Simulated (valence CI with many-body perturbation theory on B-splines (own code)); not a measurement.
# Energy levels of Xe³⁹⁺

Calculated by valence CI with perturbative core correlation (CI+MBPT): five valence electrons over a frozen Dirac-Fock core [Ne], a basis of 11 s, 11 p, 10 d, 8 f, 5 g, 2 h functions for each j, with the one-electron correlation potential Σ1, the two-electron term Σ2, the three-electron term Σ3, Breit, model QED; selected CI, second order for the rest, scaled by the run's own slope (own B-spline code, finite nucleus).

The last digits are not significant, and no measured levels were compared; by estimate large intervals hold to a few tenths of a per cent, small ones and those within an open d or f shell to about a per cent. Among the levels kept, up to 4700 cm⁻¹ of a level comes from second order outside the variational space, and about a tenth of that is noise between levels of different J, which matters for small intervals.

Levels 136 to 166 of 166, with energies above the lowest level, (3s^2 3p1/2^2 3p3/2) J=3/2. "Leading %" is the weight of the configuration and term that name the level; weights of strongly mixed levels are sums over their largest components and can fall short, so below about 35 % the name and the second component can differ from the true leading terms, or belong to a minority configuration. In the jj column 3d3/2^4 stands for four electrons in 3d with j = 3/2.

```csv
No.,Configuration,Term,J,E (× 10³ cm⁻¹),Leading %,Second component,Leading jj
136,3s2 3p 3d2,2F°,7/2,4074.4,42,10 % 3s 3p3 3d 2F°,3s^2 3p3/2 3d5/2^2 (56 %)
137,3s2 3p 3d2,2H°,11/2,4109.2,84,14 % 3s2 3p 3d2 4G°,3s^2 3p3/2 3d5/2^2 (55 %)
138,3s 3p2 3d2,6G,5/2,4110.2,19,6 % 3s 3p2 3d2 4P,3s 3p1/2^2 3d3/2 3d5/2 (69 %)
139,3s2 3p 3d2,2G°,7/2,4137.4,35,30 % 3s2 3p 3d2 4D°,3s^2 3p3/2 3d3/2 3d5/2 (64 %)
140,3s 3p2 3d2,6D,3/2,4138.7,41,17 % 3s 3p2 3d2 4P,3s 3p1/2^2 3d3/2 3d5/2 (81 %)
141,3s2 3p 3d2,2F°,5/2,4157.2,23,17 % 3s2 3p 3d2 2D°,3s^2 3p3/2 3d3/2 3d5/2 (62 %)
142,3s2 3p 3d2,2P°,1/2,4158.2,60,14 % 3s2 3p 3d2 4D°,3s^2 3p3/2 3d5/2^2 (61 %)
143,3s 3p2 3d2,4F,9/2,4169.9,28,16 % 3s 3p2 3d2 6F,3s 3p1/2^2 3d3/2 3d5/2 (65 %)
144,3s 3p2 3d2,4P,3/2,4177.7,10,9 % 3p4 3d 4D,3s 3p1/2^2 3d3/2 3d5/2 (53 %)
145,3s 3p2 3d2,2F,5/2,4191.7,18,10 % 3s 3p2 3d2 4G,3s 3p1/2^2 3d3/2 3d5/2 (75 %)
146,3s2 3p 3d2,2D°,3/2,4194.4,31,26 % 3s2 3p 3d2 2P°,3s^2 3p3/2 3d3/2 3d5/2 (66 %)
147,3s2 3p 3d2,2G°,9/2,4195.2,62,12 % 3s2 3p 3d2 2H°,3s^2 3p3/2 3d3/2 3d5/2 (65 %)
148,3s 3p3 3d,2S°,1/2,4201.0,29,20 % 3s2 3p 3d2 2S°,3s 3p3/2^3 3d3/2 (38 %)
149,3s 3p2 3d2,4D,1/2,4205.5,13,11 % 3s 3p2 3d2 2P,3s 3p1/2^2 3d3/2 3d5/2 (50 %)
150,3s2 3p 3d2,2D°,3/2,4208.8,23,14 % 3s2 3p 3d2 4D°,3s^2 3p3/2 3d3/2 3d5/2 (36 %)
151,3s 3p2 3d2,4H,7/2,4212.2,21,12 % 3s 3p2 3d2 2G,3s 3p1/2^2 3d3/2 3d5/2 (68 %)
152,3s 3p3 3d,2F°,7/2,4229.0,15,10 % 3s 3p3 3d 4F°,3s^2 3p3/2 3d5/2^2 (26 %)
153,3s2 3p 3d2,2P°,3/2,4230.6,18,11 % 3s 3p3 3d 4P°,3s 3p3/2^3 3d5/2 (46 %)
154,3s2 3p 3d2,2F°,5/2,4234.8,37,19 % 3s2 3p 3d2 2D°,3s^2 3p3/2 3d3/2 3d5/2 (66 %)
155,3s2 3p 3d2,2G°,9/2,4260.7,36,25 % 3s2 3p 3d2 4F°,3s^2 3p3/2 3d5/2^2 (38 %)
156,3s2 3p 3d2,2D°,5/2,4264.6,18,13 % 3s2 3p 3d2 4P°,3s^2 3p3/2 3d5/2^2 (50 %)
157,3s2 3p 3d2,2P°,3/2,4272.0,17,17 % 3s2 3p 3d2 2D°,3s^2 3p3/2 3d3/2 3d5/2 (40 %)
158,3s2 3p 3d2,2P°,1/2,4273.4,59,13 % 3s 3p3 3d 4D°,3s^2 3p3/2 3d3/2 3d5/2 (53 %)
159,3s2 3p 3d2,2D°,5/2,4303.9,22,17 % 3s 3p3 3d 2D°,3s 3p3/2^3 3d3/2 (40 %)
160,3p4 3d,2D,3/2,4310.7,17,16 % 3s 3p2 3d2 4F,3p1/2^2 3p3/2^2 3d3/2 (40 %)
161,3s 3p2 3d2,4F,9/2,4313.4,26,12 % 3s 3p2 3d2 2G,3s 3p1/2^2 3d5/2^2 (53 %)
162,3s 3p3 3d,2F°,7/2,4314.3,27,11 % 3s2 3p 3d2 2F°,3s 3p3/2^3 3d5/2 (34 %)
163,3s2 3p 3d2,2P°,3/2,4325.0,25,13 % 3s 3p3 3d 2D°,3s^2 3p3/2 3d5/2^2 (45 %)
164,3s 3p2 3d2,4H,7/2,4352.8,22,17 % 3p4 3d 4D,3s 3p1/2^2 3d5/2^2 (43 %)
165,3p4 3d,4D,5/2,4353.9,18,13 % 3s 3p2 3d2 4G,3s 3p1/2^2 3d5/2^2 (30 %)
166,3s 3p3 3d,2F°,7/2,4365.3,21,18 % 3s2 3p 3d2 2F°,3s 3p3/2^3 3d5/2 (46 %)
```
